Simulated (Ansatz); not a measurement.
A nudged elastic band was laid between two geometries of Cl₄H₂W (7 atoms, charge 0, multiplicity 1).

Computed with RKS PBE0/def2-SVP (Ansatz).

```yaml
movable_images: 9
climbing_image: yes
spring: 5.0 eV/Å²
optimiser: quadratic models (default)
start_path: through a guess of the saddle point
force_threshold: 0.03 eV/Å
iteration_limit: 51
end_points: relaxed
```

First end point:

```xyz
7
Properties=species:S:1:pos:R:3
W 0.095 -0.293 -0.126
H -0.046 0.092 1.486
Cl 2.302 -0.058 0.322
H 0.065 1.307 0.327
Cl -2.154 -0.039 -0.068
Cl 0.009 -2.410 0.803
Cl 0.280 0.731 -2.193
```

Last end point:

```xyz
7
Properties=species:S:1:pos:R:3
W -0.741 -0.304 -0.563
H 1.320 0.184 1.182
Cl 2.534 0.318 1.626
H -0.199 1.116 0.135
Cl -2.686 0.123 0.446
Cl -0.088 -2.359 0.112
Cl 0.411 0.251 -2.385
```

Task: Which bonds break or form, and what moves?

Result: Bonds broken: W1–H2, W1–Cl3. Bonds formed: H2–Cl3. Cl4H2W becomes Cl3HW + ClH.

Task: What energy profile does the band end with?

Result: The forces met the threshold. The highest image is number 6 of 0 to 10, 33.1 kcal/mol above the first end and 1.8 kcal/mol above the last; the last end lies 31.3 kcal/mol above the first. A vibrational analysis at the climbing image gives one clearly imaginary mode, 60i cm⁻¹: a first-order saddle point. The orbitals stay closed-shell, which can raise the energy where a bond breaks towards radicals; this wasn't checked here.

| image | path coordinate (Å) | energy (kcal/mol) | W1–H2 (Å) | W1–Cl3 (Å) | H2–Cl3 (Å) |
| --- | --- | --- | --- | --- | --- |
| 0 | 0.00 | 0.0 | 1.66 | 2.26 | 2.62 |
| 1 | 0.75 | 2.6 | 1.66 | 2.27 | 2.63 |
| 2 | 1.49 | 3.7 | 1.66 | 2.27 | 2.82 |
| 3 | 2.24 | 3.6 | 1.66 | 2.33 | 2.40 |
| 4 | 2.98 | 17.9 | 1.69 | 2.53 | 1.84 |
| 5 | 3.73 | 31.7 | 2.31 | 3.04 | 1.33 |
| 6 | 4.47 | 33.1 | 2.93 | 3.69 | 1.29 |
| 7 | 4.92 | 32.6 | 2.97 | 3.86 | 1.29 |
| 8 | 5.37 | 31.8 | 2.96 | 3.98 | 1.29 |
| 9 | 5.82 | 31.4 | 2.84 | 3.98 | 1.30 |
| 10 | 6.27 | 31.3 | 2.74 | 3.99 | 1.30 |

Task: What is the geometry of the highest image?

Result: 
```xyz
7
Properties=species:S:1:pos:R:3:forces:R:3
W -0.660 -0.275 -0.424 0.00 0.00 0.00
H 1.677 0.343 1.225 0.00 0.00 0.00
Cl 2.816 -0.101 0.800 0.00 0.00 0.00
H -0.415 0.997 0.631 0.00 0.00 0.00
Cl -2.913 -0.036 -0.285 0.00 0.00 0.00
Cl -0.395 -2.178 0.762 0.00 0.00 0.00
Cl 0.442 0.580 -2.158 0.00 0.00 0.00
```

Task: What are the harmonic wavenumbers there?

Result: 60i, 14, 38, 49, 88, 118, 134, 194, 247, 368, 407, 429, 629, 2110, 2899 cm⁻¹.

Time of the run: 20 min on 2 threads of Intel(R) Xeon(R) Platinum 8375C CPU @ 2.90GHz (Ice Lake), on a shared host, peak memory 0.33 GiB.
